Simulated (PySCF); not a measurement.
A calculated (PBE, PySCF 2.14, cc-pVTZ, no relativity, point nucleus) atom or ion has these occupied shells.

| shell | electrons | orbital energy (eV) | rms radius, mean of both spins (bohr) |
| --- | --- | --- | --- |
| 1s α | 1 | -288.23 | 0.315 |
| 1s β | 1 | -287.76 | 0.315 |
| 2s α | 1 | -26.175 | 1.61 |
| 2s β | 1 | -24.711 | 1.61 |
| 2p α | 1 | -17.951 | 1.66 |

(1) Name the element and its charge.

Results:

(1) C⁺ (carbon, charge +1), in [He] 2s2 2p1, 2P determinant.
